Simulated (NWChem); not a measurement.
A series in which one site is exchanged, each optimised at PBE0/def2-SVP with NWChem, gas phase unless a solvent is named. Some are not confirmed as minima by frequencies. def2 effective core potentials on Zr, I; no spin-orbit coupling.

A: F[Si](I)(F)F (SiIF₃; site = Si)
B: [F][Zr]([F])([F])[I] (ZrIF3; site = Zr)
C: [F][Ge]([F])([F])[I] (GeIF3; site = Ge)
D: [F][Ti]([F])([F])[I] (TiIF3; site = Ti)

| quantity | A | B | C | D |
|---|---|---|---|---|
| dipole (D), PBE0/def2-SVP | 1.27 | [?] | 2.39 | 0.31 |
| orbital gap (eV), PBE0/def2-SVP | 7.80 | [?] | 6.52 | 5.04 |
| vertical ionisation energy, ΔSCF, B3LYP/def2-SVP (eV) | 11.10 | [?] | 11.31 | 10.67 |
| static polarisability, B3LYP/def2-SVPD (bohr³) | 56.1 | [?] | 61.2 | 70.5 |
| lowest singlet excitation, B3LYP/def2-SVPD, TDA (eV) | 5.86 | [?] | 4.72 | 3.32 |

Question: Some entries are withheld; supply them.

Answer: 
- dipole (D), PBE0/def2-SVP, B: 0.05
- orbital gap (eV), PBE0/def2-SVP, B: 6.36
- vertical ionisation energy, ΔSCF, B3LYP/def2-SVP (eV), B: 10.62
- static polarisability, B3LYP/def2-SVPD (bohr³), B: 73.5
- lowest singlet excitation, B3LYP/def2-SVPD, TDA (eV), B: 4.65
